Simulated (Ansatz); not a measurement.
System: formyl cation, CHO (charge +1, singlet). It need not be the lowest isomer of its formula. 
Structure (B3LYP-D3(BJ)/def2-TZVP (Ansatz, a program for electronic structure) minimum search):
SMILES: [O+]#C
```xyz
3

C      0.0000     0.0000    -0.5143
O      0.0000     0.0000     0.5871
H      0.0000     0.0000    -1.6107
```
Charge +1, spin multiplicity 1.

Property: vertical electron affinity (to the doublet state of charge +0; a negative value means that the extra electron is unbound and the number depends on the basis; each state is the SCF solution reached for its spin), in eV. Valence correlation only, unless marked. UHF or UKS for open shells. Spin-orbit coupling is left out. No relativistic terms. CBS marks a two-point X^-3 extrapolation of the correlation energy; Hartree-Fock from the larger set.

| level | program | vertical electron affinity (eV) |
|---|---|---|
| SVWN5/def2-TZVPD | Ansatz | 6.96 |

Task: Predict the CCSD(T)/CBS(aug-cc-pVTZ,aug-cc-pVQZ) result (Ansatz).

Result: 6.59 eV, so SVWN5/def2-TZVPD differs from it by 0.37 eV.
